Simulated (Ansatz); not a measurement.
Reaction (formal exchange of groups at a C–C bond): `N#CC[BH][GaH2]` + `C[SiH](F)F` → `C[Si](F)(F)C#N` + `C[BH][GaH2]`

Program: Ansatz. Geometries: PBE0-D4/def2-TZVP. ΔE: electronic, gas phase. CCSD(T)/CBS adds triple-zeta CCSD(T) − MP2 to the extrapolated MP2 energy (def2 sets, frozen cores). DFT in def2-TZVPP. For Ga outer-core shells are correlated without core-valence functions, which leaves a few kJ/mol of doubt a bond. Scalar relativity is left out up to krypton. Each species was taken in one conformer, which may not be the lowest.

```csv
level,ΔE (kcal/mol)
B2PLYP,-9.7
revPBE,-9.2
HF/CBS(def2),-8.2
CCSD/CBS(def2),-9.5
```

(1) What does CCSD(T)/CBS give? (Best estimate.)

(2) What do rigid-rotor, harmonic-oscillator terms from PBE0-D4/def2-TZVP frequencies (298.15 K, 1 bar) make of the CCSD(T)/CBS value? (Best estimate.)

Largest T1 diagnostic among the species: 0.014.

Answers

(1) Computed: -9.7 kcal/mol. The listed levels differ from it by 0.0, 0.5, 1.5, 0.2 kcal/mol.

(2) Ansatz gave: ΔZPE = +0.3 kcal/mol, ΔH = -8.9 kcal/mol, ΔS = 4 J/(mol·K), ΔG = -9.3 kcal/mol.

In def2-TZVPP, CCSD(T) changes the Hartree–Fock value by −1.5 kcal/mol (the triples alone add −0.2 kcal/mol) and MP2 by −1.5 kcal/mol. From BLYP to BHLYP (50 % exact exchange), in def2-TZVPP and without D4, ΔE moves by +1.0 kcal/mol.

CCSD(T)/CBS has its own doubt, a few kJ/mol and more with outer-core shells, so smaller differences from it don't rank the levels.
